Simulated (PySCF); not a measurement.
## Exercise with solution: chemical shift, span and skew from a shielding tensor

CH6FNOSi2, SMILES N[Si@@H]1OC[Si@@H]1F. Atoms are numbered in the order given.

```xyz
12

N      2.3589     0.2971    -0.2193
Si     1.0175    -0.6420     0.2740
O      0.0287    -1.3536    -0.9207
C     -1.2328    -0.6750    -0.9580
Si    -1.0400     0.4083     0.6100
F     -1.1995     2.0164     0.3608
H      2.2562     1.1534    -0.7504
H      3.2852    -0.1023    -0.3135
H      1.5763    -1.7065     1.1535
H     -1.3456    -0.0914    -1.8899
H     -2.0593    -1.4059    -0.9240
H     -1.9479     0.0755     1.7495
```

Geometry optimised at PBE0-D3(BJ)/def2-SVP. The structure was generated by enumeration; whether it is a known compound was not checked. Other conformers were not sampled.

GIAO shieldings from PBE0/pcSseg-1 (PySCF), non-relativistic, no solvent. The symmetric part of the tensor of N1 has the principal values 184.1, 223.1, 247.4 ppm. The same nucleus in NH3 has σ = 267.4 ppm at this level (PySCF, at its B3LYP-D3(BJ)/def2-TZVP geometry).

Q: Work out the isotropic shielding, the ¹⁵N shift against NH3, the span and the skew.

A: 
σ(iso) = (σ11 + σ22 + σ33)/3 = 218.2 ppm. δ = σ(ref) − σ(iso) = 267.4 − (218.2) = 49.2 ppm.
Span Ω = σ33 − σ11 = 63.3 ppm. Skew κ = 3(σ(iso) − σ22)/Ω = -0.23. Tumbling in solution averages the tensor to δ; in a static solid the shielding alone would spread this spin-1/2 line over Ω.
